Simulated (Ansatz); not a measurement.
MnBr₂, relaxed as a doublet with UKS r2SCAN-D4/def2-TZVP in Ansatz, starting from the GFN1-xTB geometry. Force threshold 0.02 eV/Å.

The charge 0 doublet is spin-contaminated (final ⟨S²⟩ up to 2.70, 0.75 for a pure state). At r2SCAN-D4/def2-TZVP a sextet of charge 0 lies 2.48 eV below the doublet, each at its own geometry. The structure comes from a short search, and lower isomers may exist.

Start:

```xyz
3

Mn   -0.003   -0.001    0.000
Br   -0.670    1.642    1.348
Br    0.673   -1.640   -1.348
```

```tsv
step	energy (eV)	largest force component (eV/Å)	SCF passes
1	-171413.4672	0.692	217
2	-171413.5215	0.062	37
3	-171413.5220	0.003	43
```

Force components are those of the run's own axes.

End:

```xyz
3

Mn   -0.002   -0.001    0.000
Br   -0.689    1.687    1.385
Br    0.691   -1.686   -1.385
```

By distances, no bond broke or formed. The bond that changes most is Mn1–Br3, from 2.23 to 2.29 Å (atoms count from 1).

No frequencies were taken in this run, so the end may be a saddle point.

It took 57 s on 4 threads of Arm Neoverse V2 on a shared host.
